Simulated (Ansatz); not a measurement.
Basis-set series for `CC(C)(C)[NH][Sn]([Cl])([Cl])[Cl]`. Charge 0, multiplicity 1. Sn takes the def2 core potential. The structure was optimised at the PBE0-D4/def2-TZVP level. It is one conformer, not always the lowest.

```json
{"functional": "PBE0-D4", "basis": "def2-SVP", "functions": "200", "energy (Eh)": "-1806.97357", "HOMO (eV)": "-7.49", "LUMO (eV)": "-2.07"}
{"functional": "PBE0-D4", "basis": "def2-QZVPP", "functions": "877", "energy (Eh)": "-1807.75191", "HOMO (eV)": "-7.63", "LUMO (eV)": "-2.26"}
{"functional": "ωB97M-V", "basis": "def2-SVP", "functions": "200", "energy (Eh)": "-1807.43400", "HOMO (eV)": "-9.76", "LUMO (eV)": "0.07"}
{"functional": "ωB97M-V", "basis": "def2-QZVPP", "functions": "877", "energy (Eh)": "-1808.21780", "HOMO (eV)": "-9.93", "LUMO (eV)": "-0.28"}
```

Give the rows for def2-TZVPP. (Best estimate.)

Computed: 
```csv
functional,basis,functions,energy (Eh),HOMO (eV),LUMO (eV)
PBE0-D4,def2-TZVPP,471,-1807.69681,-7.60,-2.21
ωB97M-V,def2-TZVPP,471,-1808.16508,-9.91,-0.18
```
